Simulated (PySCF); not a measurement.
**Where the electron goes**

C2H9ClO2Si2.
Structure used (GFN2-xTB), in Å, numbered top down from 1:
```
atom  x, y, z in Å
Si1   -2.060   -1.395    0.494
O2    -1.734    0.161    0.176
Si3   -0.891    1.540    0.110
O4     0.656    1.311    0.552
C5     1.464    0.197    0.344
C6     1.840    0.059   -1.127
Cl7    2.913   -1.334   -1.352
H8    -1.621   -1.696    1.857
H9    -1.314   -2.195   -0.480
H10   -3.505   -1.505    0.326
H11   -1.364    2.452    1.133
H12   -1.013    1.959   -1.283
H13    2.366    0.326    0.953
H14    0.943   -0.713    0.671
H15    0.947   -0.107   -1.730
H16    2.366    0.948   -1.477
```

Computed with TDDFT PBE0/def2-SVPD, vertical, gas phase, core orbitals frozen in the response in PySCF.

Kohn–Sham orbitals with the atoms that hold most of them (Löwdin shares over 4%, at most four atoms; ? is withheld):

| orbital | ε (eV) | atoms |
| --- | --- | --- |
| HOMO-3 | -8.90 | O4 27%, O2 19%, Si1 11%, Cl7 9% |
| HOMO-2 | -8.84 | Cl7 26%, O2 23%, Si1 10%, H8 8% |
| HOMO-1 | -8.70 | ? |
| HOMO | -8.24 | O4 26%, Cl7 21%, Si3 11%, H12 8% |
| LUMO | -0.23 | ? |
| LUMO+1 | 0.28 | Cl7 28%, Si3 13%, C6 12%, O4 8% |
| LUMO+2 | 0.62 | Si1 36%, Cl7 14%, H9 9%, H10 8% |

Problem. Give the leading atoms of the LUMO.

Solution. Si1 (bonded to O and 3 H) 27%; Si3 (bonded to 2 O and 2 H) 13%; H9 (bonded to Si) 8%; O2 (bonded to 2 Si) 8%. By element: silicon 40%, hydrogen 8% or more, oxygen 8% or more.

Problem. Give the leading atoms of the HOMO-1.

Solution. Cl7 (bonded to C) 74%; C6 (bonded to C, Cl and 2 H) 14%; H16 (bonded to C) 4%.

Problem. The HOMO–LUMO gap is 8.02 eV. Where does the response calculation put the lowest singlet, and from which orbitals?

Solution. S1 is at 6.88 eV (f = 0.0025), 1.14 eV below the gap, made of HOMO→LUMO (88%). 

Next come S2 at 7.19 eV (f 0.0040), HOMO→LUMO+1 (64%), HOMO-2→LUMO (26%); S3 at 7.37 eV (f 0.0016), HOMO-3→LUMO (39%), HOMO-1→LUMO (26%), HOMO-1→LUMO+1 (16%); S4 at 7.39 eV (f 0.0047), HOMO-1→LUMO+1 (32%), HOMO-3→LUMO (30%), HOMO-1→LUMO (16%); S5 at 7.47 eV (f 0.0004), HOMO-2→LUMO (38%), HOMO-3→LUMO (18%), HOMO→LUMO+1 (16%).

Löwdin shares depend on the basis, the more so with diffuse functions.

One conformer stands for the species.
